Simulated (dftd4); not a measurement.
AlCl₂ (SMILES [Cl][Al][Cl]), doublet, at a GFN2-xTB geometry (such geometries of metal compounds can be far from the true shape).

dftd4 was given this input:
```
$ dftd4 mol.xyz --func revpbe --charge 0 --json dftd4.json --noedisp --property

# file mol.xyz
3

Al     0.00160221     0.63542259     0.02351302
Cl     1.85128917    -0.24859337     0.01717242
Cl    -1.85251440    -0.23731802    -0.03515296
```

Task: What does this run give for the partial charges in atom order, dispersion energy?

Result: 
The partial charges in atom order is Al1 0.35, Cl2 -0.18, Cl3 -0.18 and the dispersion energy comes out as -4.43 kcal/mol.
